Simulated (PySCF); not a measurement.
Ta(S)(F)2(OH) (F2HOSTa), SMILES [F][Ta](=[S])([OH])[F], multiplicity 1. The structure is a stationary point at PBE-D3(BJ)/def2-SVP. The multiplicity is an assumed one; no other spin state was optimised. The structure was generated by enumeration; whether it is a known compound was not checked. The def2 effective core potentials stand for the cores of Ta; spin–orbit coupling is left out. One conformer was computed; it need not be the lowest.

Computed with PBE-D3(BJ)/def2-SVP run with PySCF.

Harmonic wavenumbers (cm⁻¹): 156, 163, 180, 185, 191, 377, 496, 530, 675, 681, 729, 3770. Rotational constants (GHz): 2.787, 2.005, 1.950; symmetry number 1.

### Question
Work out the zero-point energy and the ideal-gas rigid-rotor harmonic-oscillator thermochemistry at 298.15 K and 1 atm.

### Answer
ZPE = ½ Σ hcν = ½ × 8132 cm⁻¹ = 48.64 kJ/mol. H − E(el) = 69.36 kJ/mol. Entropy in J/(mol K): translation 178.48, rotation 116.23, vibration 63.56, total 358.27. G − E(el) = -37.46 kJ/mol. Cp = 99.55 J/(mol K).
